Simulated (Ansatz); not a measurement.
Stepwise reaction of `[CH3][Mo]([CH3])(=[O])=[S]` with water, as a gas-phase model of exchange steps in deposition or etching. ΔE in kJ/mol; ΔG adds harmonic PBE0-D4 terms to CCSD(T)/CBS, at 1 bar.

Calculated with Ansatz (gas phase, PBE0-D4/def2-TZVP geometries, no zero-point term in ΔE). CCSD(T)/CBS adds triple-zeta CCSD(T) − MP2 to the extrapolated MP2 energy (def2 sets, frozen cores). This one scheme is used for every species. Functionals use def2-TZVPP. B3LYP here is the variant with VWN-RPA as its local correlation; programs differ in this. def2 core potentials past Kr. For Mo outer-core shells are correlated without core-valence functions, which leaves a few kJ/mol of doubt a bond. One conformer a species, not always the lowest.

```
step                                                                reaction  PBE-D4  B3LYP-D4  ωB97M-V  CCSD(T)/CBS  ΔG(600 K)
   1  `[CH3][Mo]([CH3])(=[O])=[S]` + H₂O → `[CH3][Mo](=[O])([OH])=[S]` + CH₄  -126.7    -130.4   -127.4       -118.8     -101.3
```

(1) Give the row of step 2, `[CH3][Mo](=[O])([OH])=[S]` + H₂O → `[O]=[Mo]([OH])([OH])=[S]` + CH₄. (Estimate.)

(2) By hand: ΔE of the 2 steps together at CCSD(T)/CBS.

Answers

(1) The calculation gave: 
```tsv
step	reaction	PBE-D4	B3LYP-D4	ωB97M-V	CCSD(T)/CBS	ΔG(600 K)
2	`[CH3][Mo](=[O])([OH])=[S]` + H₂O → `[O]=[Mo]([OH])([OH])=[S]` + CH₄	-102.4	-102.9	-93.9	-84.5	-77.1
```

(2) (-118.8) + (-84.5) = -203.3 kJ/mol, or -101.7 kJ/mol a step.

In ΔE each step is higher than the one before. All are downhill at CCSD(T)/CBS. ΔG lies between -101.3 and -77.1 kJ/mol a step. PBE-D4 differs from CCSD(T)/CBS by -17.9 to -7.9 kJ/mol a step. Only this route is followed, and other bonds may react first. Isolated molecules leave out the surface, adducts and barriers. Largest T1 diagnostic: 0.026.
